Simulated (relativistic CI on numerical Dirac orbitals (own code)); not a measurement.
**What each ingredient does to the levels of Pr48+**

Base calculation: Dirac-Coulomb-Breit CI, separate exchange-only KLI orbitals for each configuration, model QED (radiative potential, 1s self-energy scaled to tabulated hydrogen-like ionisation energies), unscaled Slater integrals.

CI space (outside the closed core [Ne]): 3s, 3p, 3d, 4s, 4p, 4d, 4f, 5s, 5p, 5d, 5f, 5g, 6s, 6p, 6d, 7s, 7p. Levels of other configurations are missing.

The lowest level and the first level of each name with at least 55 % of one term (blank where a level has no safe partner in the second run):

```tsv
Level	Base (eV)	Shift (eV)
3s 2S_1/2	0.00	0.00
3p 2P°_1/2	113.75	+0.10
3p 2P°_3/2	243.41	+0.10
3d 2D_3/2	384.85	+0.06
3d 2D_5/2	414.25	+0.05
4s 2S_1/2	1881.32	-0.09
4p 2P°_1/2	1928.38	-0.06
4p 2P°_3/2	1981.25	-0.05
4d 2D_3/2	2034.84	-0.08
4d 2D_5/2	2047.59	-0.08
4f 2F°_5/2	2076.02	-0.14
4f 2F°_7/2	2081.51	-0.13
5s 2S_1/2	2718.17	-0.10
5p 2P°_1/2	2741.85	-0.07
5p 2P°_3/2	2768.42	-0.08
5d 2D_3/2	2794.63	-0.08
5d 2D_5/2	2801.21	-0.09
5f 2F°_5/2	2815.27	-0.13
5f 2F°_7/2	2818.09	-0.13
5g 2G_7/2	2819.99	-0.12
5g 2G_9/2	2821.68	-0.12
6s 2S_1/2	3162.01	-0.10
```

At this charge energies of transitions that change n are usually good to better than 1 %, and those within a shell (Δn = 0) to a few per cent.

Q: One thing was changed in a second run, which moved the levels as shown. Which?
A. Breit term removed
B. configuration mixing switched off
C. one mean potential for all configurations
D. QED terms removed
E. non-relativistic limit

A: C. One mean potential for all configurations. One potential for all configurations removes the relaxation of the orbitals, which moves whole configurations and changes the integrals a little.
